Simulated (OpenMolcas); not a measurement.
# What dynamic correlation does to the levels of Re4+

```json
{"Program": "OpenMolcas", "Basis": "ANO-R2 [8s6p5d3f1g]", "Scalar Hamiltonian": "X2C, finite nucleus", "Active space": "9 electrons in 8 orbitals (RAS1 5p, at most 2 holes; RAS2 5d)", "State averaging": "2S+1 = 4 even, 10 roots; 2S+1 = 2 even, 40 roots", "Spin-orbit coupling": "RASSI with atomic mean-field integrals over the reference wave functions, term energies averaged over their components"}
```

Methods on the same reference wave functions:
A. RASSCF
B. SS-RASPT2, IPEA 0.25 Eh, imaginary shift 0.1 Eh (closed shells correlated: 5s)
C. MS-RASPT2, IPEA 0.25 Eh, imaginary shift 0.1 Eh (closed shells correlated: 5s)

Energies in cm-1 above 5d3 4F 3/2, the measured ground level; measured values from the list in Brasseur, Gamrath and Quinet, At. Data Nucl. Data Tables 157, 101636 (2024).

```tsv
Level	A	B	C	Measured
5d3 4F 3/2	0.0	0.0	0.0	0.0
5d3 4F 5/2	5004	5250	5230	4853
5d3 4F 7/2	9521	9590	9570	8973
5d3 4F 9/2 [62 %]	13066	12620	12600	11914
5d3 4P 1/2 [63 %]	16666	14760	14740	14325
5d3 2G 7/2	21884	20080	20060	19013
5d3 2H 9/2 [55 %]	22952	21080	21060	19967
5d3 4P 5/2	23123	21940	21960	20922
5d3 2P 1/2 [63 %]	27580	24610	24590	23669
5d3 2H 11/2	31246	28440	28420	27077
5d3 2D 5/2(1)	32423	30690	30530	28739
5d3 2G 9/2 [53 %]	34162	32040	32020	
5d3 2P 3/2 [53 %]	36998	34160	34210	
5d3 2F 5/2	40223	36050	36000	34162
5d3 2F 7/2	40546	36390	36370	34625
5d3 2D 5/2(2)	58772	54680	54790	52467
5d3 2D 3/2(2)	58811	54640	54510
```

Deviations, from unrounded energies. A percentage is the sum of absolute deviations over the sum of measured energies, with the sign that they share, or ± where signs differ.

```tsv
Against measurement	Levels	A	B	C
mean absolute deviation (cm-1)	13	3300	1200	1200
fine structure of the ground term (%)	3	+7.2	+6.7	+6.4
other terms of the ground configuration (%)	10	+14.7	+5.0	+4.9
```

B, C lie about equally close to measurement and A furthest from it. The largest miss of C in the table is 5d3 2D 5/2(2), by +2300 cm-1. The ranking rests on the paired levels alone, and a cruder setting can come out closer through cancelling errors.

Between B and C the level of the table that moves most is 5d3 2D 5/2(1), by 150 cm-1 (lowest in C, highest in B). Moves below CASPT2's spread within the term are not significant.

The mean deviations of B to C differ by less than CASPT2's widest spread within a term (1100 cm-1), so their order carries little weight.

From A to B the spin-free energies of the other terms of 5d3 shown, above 4F, scale by factors of 0.75 to 0.90, as is usual when dynamic correlation screens the repulsion within a d or f shell.

The lowest spin-free term lies below A's lowest term by 0.203 hartree in B, 0.203 hartree in C.

CASPT2 breaks the degeneracy within a term, and the mean is taken; among the terms shown or strongly mixed into the levels shown the widest spread is 1100 cm-1 (5d3 4F, C). Active for correlation alone: 5p; no level in the range computed is led by a configuration that opens it, so any true level of that kind is missing. Without dynamic correlation excited terms often stand tens of per cent too high (terms of higher spin than the ground term too low), and those without a measured partner can miss by more than the paired ones (holds for A). Measured partners are found by configuration, term and J. A level has none where our copy of the source lacks it or the pairing is in doubt (some pairs that miss far off the trend of their configuration count as doubtful), and it then counts in no deviation. Only configurations of the active space appear. Levels that lie high or do not pair safely by name in every column are left out.

A share in square brackets marks a mixed level and gives the weight of the term that names it, the lowest over the columns. A number in round brackets counts repeated terms of one configuration in the order of the reference energies.
